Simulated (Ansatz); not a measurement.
Ga3P2⁻. Charge -1, multiplicity 3. Geometry PBE0-D4/def2-SVP, that of the neutral doublet; atoms count from 1.

```xyz
5

Ga   -1.9525   -0.4347    0.4826
Ga   -0.5086    1.0205   -1.3869
Ga    1.7388   -0.5481   -0.9542
P     0.3675    1.0449    0.8615
P     0.3548   -1.0827    0.9970
```

The highest occupied level of the charge -1 triplet lies above zero (up to 0.15 eV). By energy differences its removal costs 1.27 eV (vertical, to the charge 0 doublet, at PBE0-D4/def2-TZVPD); a positive level beside a positive removal energy at the same level points to self-interaction error. At PBE0-D4/def2-TZVPD a singlet of charge -1 lies 1.02 eV below the triplet at the same geometry. The structure comes from a short search, and lower isomers may exist.

**Question.** Estimate the Mulliken populations from the PBE0/def2-TZVPD orbitals of Ansatz.

**Answer.** 
| atom | charge (e) | spin (α − β) |
| --- | --- | --- |
| Ga1 | -0.08 | 0.21 |
| Ga2 | -0.20 | 0.86 |
| Ga3 | -0.08 | 0.21 |
| P4 | -0.35 | 0.31 |
| P5 | -0.28 | 0.41 |
Mulliken values and Mayer orders depend strongly on the basis. With diffuse functions, as here, like atoms can get unlike values, and bond orders can come out too low or too high.

**Question.** Where does the spin sit?

**Answer.** Summed by element: Ga 1.28, P 0.72, of 2 unpaired in all. Largest on single atoms: Ga2 0.86, P5 0.41, P4 0.31.

**Question.** And the Mayer bond orders between bonded heavy atoms (over 0.3)?

**Answer.** Ga1–Ga2 0.46 (2.77 Å); Ga1–P4 0.52 (2.78 Å); Ga1–P5 0.64 (2.45 Å); Ga2–Ga3 0.46 (2.77 Å); Ga2–P4 0.73 (2.41 Å); Ga3–P4 0.52 (2.78 Å); Ga3–P5 0.64 (2.45 Å); P4–P5 1.20 (2.13 Å). Values over 0.3 also appear between atoms too far apart for a bond (Ga2–P5 0.34 at 3.29 Å); they arise where an orbital or an unpaired electron spreads over both atoms.
